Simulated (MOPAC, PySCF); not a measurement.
C3H7B, SMILES `BCC=C`, neutral singlet in the gas phase. 

Cartesian coordinates (Å):
```xyz
11

B     -1.8102    -0.1084     0.2295
C     -0.4633    -0.1394    -0.5402
C      0.7228     0.4690     0.1243
C      1.8890    -0.1360     0.3020
H     -2.0045     0.6984     1.0935
H     -2.7018    -0.8402    -0.0914
H     -0.7590     0.4876    -1.4108
H     -0.2329    -1.1165    -0.9753
H      0.5870     1.4777     0.5104
H      2.7069     0.3518     0.8187
H      2.0660    -1.1441    -0.0608
```
Charge 0, spin multiplicity 1.

All levels are single points at this geometry (PBE0-D4/def2-TZVP); Pople sets use spherical d functions. Orbital energies aren't observables, and empty levels follow the basis.

PBE0-D4/def2-TZVP in PySCF gives gap (eV) = 5.94.

**Question.** Estimate the gap (eV) from each of these levels: B3LYP/6-311+G** in PySCF; BP86/6-31G* in PySCF; M06-2X/6-31G* in PySCF; HF/3-21G in PySCF; AM1 in MOPAC; PM3 in MOPAC; PM6 in MOPAC; PM7 in MOPAC.

**Answer.** 
```
level                     gap (eV)
------------------------  --------
B3LYP/6-311+G** in PySCF      5.46
BP86/6-31G* in PySCF          3.83
M06-2X/6-31G* in PySCF        8.27
HF/3-21G in PySCF            12.39
AM1 in MOPAC                 11.22
PM3 in MOPAC                 10.61
PM6 in MOPAC                  9.93
PM7 in MOPAC                  9.49
```
